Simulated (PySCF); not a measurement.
Computed with PBE0-D3(BJ)/def2-TZVP // PBE0-D3(BJ)/def2-SVP (PySCF). Gas-phase values, no solvent. One relaxed conformer stands for a flexible species; it need not be the lowest. Excitations are Tamm–Dancoff values on a coarser integration grid. The basis has no diffuse functions, so Rydberg states are missing or too high.

Reference species (SMILES): `[Si]([SiH3])([SiH3])([SiH2]Cl)[SiH3]` (Si–Si–Si–Cl torsion 59°) (neutral, multiplicity 1).

```yaml
S1 excitation (TDA): 5.76 eV
T1 excitation (TDA): 5.09 eV
```

Changed species: `F[SiH2][Si]([SiH3])([SiH3])[SiH3]` (F–Si–Si–Si torsion 180°) (one H of a SiH3 unit replaced by fluoro; the reference has one H of a SiH3 unit replaced by chloro).

Task: Give the shifts of the S1 excitation (TDA) and T1 excitation (TDA).

Result: the S1 excitation (TDA) is nearly the same; the T1 excitation (TDA) falls by 0.05 eV, to 5.04 eV.
